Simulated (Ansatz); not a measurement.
Reaction (redistribution): `N[SiH2]C[SiH2]N` + `[NH2][Al]([F])[F]` → `N[SiH2][Al]([NH2])[F]` + `N[SiH2]CF`

Isolated molecules relaxed with PBE0-D4/def2-TZVP in Ansatz; ΔE leaves out vibrations. CBS: MP2 limit from def2 TZ/QZ plus the TZ coupled-cluster correction, frozen cores. Functionals use def2-TZVPP. B3LYP here is the variant with VWN-RPA as its local correlation; programs differ in this. One conformer a species, not always the lowest.

Is it downhill or uphill in electronic energy at CCSD(T)/CBS, and by how much? (Estimate.)

Ansatz gave: Uphill: ΔE = +3.28 eV.

What do these levels give: PBE-D4, r2SCAN-D4, PBE0-D4, B3LYP-D4, ωB97M-V, B3LYP, HF/def2-TZVPP, SCS-MP2/def2-TZVPP, CCSD/def2-TZVPP, HF/def2-QZVPP, MP2/def2-QZVPP, SCS-MP2/def2-QZVPP? (Estimate.)

The calculation gave: PBE-D4 2.92, r2SCAN-D4 3.19, PBE0-D4 3.05, B3LYP-D4 3.11, ωB97M-V 3.23, B3LYP 2.99, HF/def2-TZVPP 3.13, SCS-MP2/def2-TZVPP 3.35, CCSD/def2-TZVPP 3.25, HF/def2-QZVPP 3.16, MP2/def2-QZVPP 3.51, SCS-MP2/def2-QZVPP 3.38 eV.

Largest T1 diagnostic among the species: 0.012.

In def2-TZVPP, CCSD(T) changes the Hartree–Fock value by +0.11 eV (the triples alone add +0.00 eV) and MP2 by +0.34 eV. The D4 term adds +0.12 eV with B3LYP and +0.06 eV with PBE0; it sums over pairs of atoms, weighted by their polarisabilities, and B3LYP, whose exchange is more repulsive, gets the larger term.
